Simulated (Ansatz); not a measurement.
Wavefunction ladder for `O=COc1ccccc1`

```csv
atom,x (Å),y (Å),z (Å)
O1,-1.490,0.727,-2.508
C2,-0.565,0.031,-2.785
O3,0.334,-0.491,-1.932
C4,0.221,-0.235,-0.571
C5,1.346,0.253,0.066
C6,1.310,0.459,1.437
C7,0.157,0.179,2.154
C8,-0.961,-0.312,1.497
C9,-0.938,-0.525,0.128
H10,-0.297,-0.294,-3.800
H11,2.236,0.462,-0.514
H12,2.189,0.840,1.943
H13,0.130,0.343,3.225
H14,-1.865,-0.533,2.053
H15,-1.808,-0.904,-0.391
```

The species carries charge 0 and has multiplicity 1. All single points use the PBE0-D4/def2-TZVP geometry. It is one conformer, not always the lowest. Frozen core, restricted reference, Ansatz. CBS rows extrapolate triple and quadruple zeta; past MP2 they add the triple-zeta difference.

```tsv
basis	HF (Eh)	MP2 corr.	CCSD corr.	(T)	CCSD(T) total
def2-SVP	-417.98221	-1.25987	-1.30190	-0.05271	-419.33682
def2-TZVPP	-418.45957	-1.55093	-1.57050	-0.07964	-420.10971
def2-QZVPP	-418.47742	-1.65771	–	–	–
CBS(def2)	-418.47988	-1.73681	-1.75638	as TZ	-420.31590
```
